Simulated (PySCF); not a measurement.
C3H3N2, doublet, at a GFN2-xTB geometry, atoms displaced at random by about 0.08 Å a coordinate; PBE/STO-3G, gradient by finite differences run with PySCF.

The PySCF input:
```python
from pyscf import gto, scf, dft

mol = gto.M(
    atom='''
C    -0.981327   -0.503554    0.403982
C    -0.863967    0.823669   -0.400856
N     0.470173    0.802300   -0.469978
C     1.078358   -0.016662    0.053162
N     0.154593   -0.956634    0.646947
H    -1.846981   -0.924000    0.624279
H    -1.407218    1.469379   -0.639325
H     2.121078   -0.311508   -0.002485
''',
    basis='sto-3g',
    charge=0,
    spin=1,
    verbose=4,
)

mf = dft.UKS(mol)
mf.xc = 'pbe'
mf.conv_tol = 1e-11
mf.kernel()
scan, done = mf.as_scanner(), []
scan.scf_summary = {}
def energy(d):
    c = mol.atom_coords()
    c[7, 1] += d
    e = scan(mol.set_geom_(c, unit='Bohr', inplace=False))
    done.append(scan.converged)
    return e
h = 1e-3
fd = (energy(h) - energy(-h)) / (2 * h)
print('dE/dx =', fd)
```

Task: What does PySCF print? Leave out banner, timings and long lists.

Result: 
```
PySCF version 2.14.0

[INPUT] verbose = 4
[INPUT] num. atoms = 8
[INPUT] num. electrons = 35
[INPUT] charge = 0
[INPUT] spin (= nelec alpha-beta = 2S) = 1
[INPUT] symmetry False subgroup None
[INPUT] Mole.unit = angstrom
[INPUT] Symbol           X                Y                Z      unit          X                Y                Z       unit  Magmom
[...]
nuclear repulsion = 158.189532564466
number of shells = 18
number of NR pGTOs = 84
number of NR cGTOs = 28
basis = sto-3g
ecp = {}

******** <class 'pyscf.dft.uks.UKS'> ********
method = UKS
initial guess = minao
damping factor = 0
level_shift factor = 0
DIIS = <class 'pyscf.scf.diis.CDIIS'>
diis_start_cycle = 1
diis_space = 8
diis_damp = 0
SCF conv_tol = 1e-11
SCF conv_tol_grad = None
SCF max_cycles = 50
direct_scf = True
direct_scf_tol = 1e-13
number electrons alpha = 18  beta = 17
XC library pyscf.dft.libxc version 7.1.2
    S. Lehtola, C. Steigemann, M. J. T. Oliveira, and M. A. L. Marques,  SoftwareX 7, 1–5 (2018)
XC functionals = pbe
    J. P. Perdew, K. Burke, and M. Ernzerhof,  Phys. Rev. Lett. 77, 3865 (1996)
    J. P. Perdew, K. Burke, and M. Ernzerhof,  Phys. Rev. Lett. 78, 1396 (1997)
    J. P. Perdew, K. Burke, and M. Ernzerhof,  Phys. Rev. Lett. 77, 3865 (1996)
    J. P. Perdew, K. Burke, and M. Ernzerhof,  Phys. Rev. Lett. 78, 1396 (1997)
radial grids:
    Treutler-Ahlrichs [JCP 102, 346 (1995); DOI:10.1063/1.469408] (M4) radial grids

becke partition: Becke, JCP 88, 2547 (1988); DOI:10.1063/1.454033
pruning grids: <function nwchem_prune>
grids dens level: 3
symmetrized grids: False
atomic radii adjust function: <function treutler_atomic_radii_adjust>
small_rho_cutoff = 0
Set gradient conv threshold to 3.16228e-06
tot grids = 99584
init E= -223.673662949734

cycle= 1 E= -222.143018357502  delta_E= 1.53  |g|= 0.345  |ddm|= 3.14
cycle= 2 E= -221.590372172923  delta_E= 0.553  |g|= 1.01  |ddm|= 1.98
cycle= 3 E= -222.148116561587  delta_E= -0.558  |g|= 0.354  |ddm|= 1.34
cycle= 4 E= -222.180947136189  delta_E= -0.0328  |g|= 0.254  |ddm|= 0.788
cycle= 5 E= -222.222687172914  delta_E= -0.0417  |g|= 0.0968  |ddm|= 1.08
cycle= 6 E= -222.228948387883  delta_E= -0.00626  |g|= 0.0405  |ddm|= 0.438
cycle= 7 E= -222.227763343758  delta_E= 0.00119  |g|= 0.0577  |ddm|= 0.308
cycle= 8 E= -222.230112928064  delta_E= -0.00235  |g|= 0.0156  |ddm|= 0.137
cycle= 9 E= -222.23024830159  delta_E= -0.000135  |g|= 0.00788  |ddm|= 0.0214
cycle= 10 E= -222.230288440251  delta_E= -4.01e-05  |g|= 0.00293  |ddm|= 0.0148
cycle= 11 E= -222.230294760002  delta_E= -6.32e-06  |g|= 0.000426  |ddm|= 0.00738
cycle= 12 E= -222.230294893944  delta_E= -1.34e-07  |g|= 5.8e-05  |ddm|= 0.00104
cycle= 13 E= -222.23029489645  delta_E= -2.51e-09  |g|= 1.2e-05  |ddm|= 0.000151
cycle= 14 E= -222.230294896549  delta_E= -9.9e-11  |g|= 1.97e-06  |ddm|= 2.86e-05
cycle= 15 E= -222.230294896551  delta_E= -2.05e-12  |g|= 9.51e-07  |ddm|= 4.17e-06
Extra cycle  E= -222.230294896469  delta_E= 8.18e-11  |g|= 1.02e-05  |ddm|= 4.08e-05
converged SCF energy = -222.230294896469  <S^2> = 0.75584234  2S+1 = 2.0058338
Create scanner for <class 'pyscf.dft.uks.UKS'>

WARN: Mole.unit (angstrom) is changed to Bohr

New geometry
   1 C     -0.981327000000  -0.503554000000   0.403982000000 AA   -1.854439268641  -0.951579148929   0.763415339254 Bohr
   2 C     -0.863967000000   0.823669000000  -0.400856000000 AA   -1.632661010662   1.556508827294  -0.757508055389 Bohr
   3 N      0.470173000000   0.802300000000  -0.469978000000 AA    0.888498201165   1.516127269739  -0.888129704571 Bohr
   4 C      1.078358000000  -0.016662000000   0.053162000000 AA    2.037801284234  -0.031486616688   0.100461620234 Bohr
   5 N      0.154593000000  -0.956634000000   0.646947000000 AA    0.292138430775  -1.807776261447   1.222552647109 Bohr
   6 H     -1.846981000000  -0.924000000000   0.624279000000 AA   -3.490288247275  -1.746106939098   1.179716335317 Bohr
[...]
cycle= 1 E= -222.230295094953  delta_E= 3.86e-05  |g|= 0.000135  |ddm|= 0.000555
cycle= 2 E= -222.230294454174  delta_E= 6.41e-07  |g|= 0.000931  |ddm|= 0.00372
cycle= 3 E= -222.230295016339  delta_E= -5.62e-07  |g|= 0.00035  |ddm|= 0.00428
cycle= 4 E= -222.230295105926  delta_E= -8.96e-08  |g|= 4.75e-05  |ddm|= 0.00116
cycle= 5 E= -222.230295107657  delta_E= -1.73e-09  |g|= 1.02e-05  |ddm|= 0.000115
cycle= 6 E= -222.230295107732  delta_E= -7.51e-11  |g|= 2.85e-06  |ddm|= 2.64e-05
cycle= 7 E= -222.230295107734  delta_E= -2.05e-12  |g|= 2.35e-06  |ddm|= 2.81e-06
Extra cycle  E= -222.230295107259  delta_E= 4.76e-10  |g|= 2.46e-05  |ddm|= 9.85e-05
SCF not converged.
SCF energy = -222.230295107259 after 50 cycles  <S^2> = 0.75584209  2S+1 = 2.0058336

WARN: Mole.unit (angstrom) is changed to Bohr

New geometry
   1 C     -0.981327000000  -0.503554000000   0.403982000000 AA   -1.854439268641  -0.951579148929   0.763415339254 Bohr
   2 C     -0.863967000000   0.823669000000  -0.400856000000 AA   -1.632661010662   1.556508827294  -0.757508055389 Bohr
   3 N      0.470173000000   0.802300000000  -0.469978000000 AA    0.888498201165   1.516127269739  -0.888129704571 Bohr
   4 C      1.078358000000  -0.016662000000   0.053162000000 AA    2.037801284234  -0.031486616688   0.100461620234 Bohr
   5 N      0.154593000000  -0.956634000000   0.646947000000 AA    0.292138430775  -1.807776261447   1.222552647109 Bohr
   6 H     -1.846981000000  -0.924000000000   0.624279000000 AA   -3.490288247275  -1.746106939098   1.179716335317 Bohr
   7 H     -1.407218000000   1.469379000000  -0.639325000000 AA   -2.659256617558   2.776723883187  -1.208149154588 Bohr
   8 H      2.121078000000  -0.312037177211  -0.002485000000 AA    4.008256508840  -0.589664805611  -0.004695969420 Bohr

******** <class 'pyscf.scf.hf.UKS_Scanner'> ********
method = UKS_Scanner
initial guess = minao
damping factor = 0
level_shift factor = 0
DIIS = <class 'pyscf.scf.diis.CDIIS'>
diis_start_cycle = 1
diis_space = 8
diis_damp = 0
SCF conv_tol = 1e-11
SCF conv_tol_grad = None
SCF max_cycles = 50
direct_scf = True
direct_scf_tol = 1e-13
number electrons alpha = 18  beta = 17
XC library pyscf.dft.libxc version 7.1.2
    S. Lehtola, C. Steigemann, M. J. T. Oliveira, and M. A. L. Marques,  SoftwareX 7, 1–5 (2018)
XC functionals = pbe
    J. P. Perdew, K. Burke, and M. Ernzerhof,  Phys. Rev. Lett. 77, 3865 (1996)
    J. P. Perdew, K. Burke, and M. Ernzerhof,  Phys. Rev. Lett. 78, 1396 (1997)
    J. P. Perdew, K. Burke, and M. Ernzerhof,  Phys. Rev. Lett. 77, 3865 (1996)
    J. P. Perdew, K. Burke, and M. Ernzerhof,  Phys. Rev. Lett. 78, 1396 (1997)
radial grids:
    Treutler-Ahlrichs [JCP 102, 346 (1995); DOI:10.1063/1.469408] (M4) radial grids

becke partition: Becke, JCP 88, 2547 (1988); DOI:10.1063/1.454033
pruning grids: <function nwchem_prune>
grids dens level: 3
symmetrized grids: False
atomic radii adjust function: <function treutler_atomic_radii_adjust>
small_rho_cutoff = 0
Set gradient conv threshold to 3.16228e-06
tot grids = 99584
init E= -222.230217429002
cycle= 1 E= -222.230294548395  delta_E= -7.71e-05  |g|= 0.000301  |ddm|= 0.00125
cycle= 2 E= -222.230290454775  delta_E= 4.09e-06  |g|= 0.00233  |ddm|= 0.00941
cycle= 3 E= -222.230294295068  delta_E= -3.84e-06  |g|= 0.00066  |ddm|= 0.0101
cycle= 4 E= -222.230294606403  delta_E= -3.11e-07  |g|= 9.35e-05  |ddm|= 0.00206
cycle= 5 E= -222.230294613109  delta_E= -6.71e-09  |g|= 2.04e-05  |ddm|= 0.000223
cycle= 6 E= -222.230294613407  delta_E= -2.97e-10  |g|= 5.63e-06  |ddm|= 5.29e-05
cycle= 7 E= -222.230294613412  delta_E= -5e-12  |g|= 4.65e-06  |ddm|= 5.64e-06
cycle= 8 E= -222.230294613426  delta_E= -1.46e-11  |g|= 2.02e-06  |ddm|= 8.67e-06
cycle= 9 E= -222.230294613428  delta_E= -2.05e-12  |g|= 6.62e-07  |ddm|= 3.81e-06
Extra cycle  E= -222.230294613392  delta_E= 3.66e-11  |g|= 6.83e-06  |ddm|= 2.71e-05
converged SCF energy = -222.230294613392  <S^2> = 0.75584215  2S+1 = 2.0058336
dE/dx = -0.0002469334106081078
```

The run did not converge; its last values are not results.
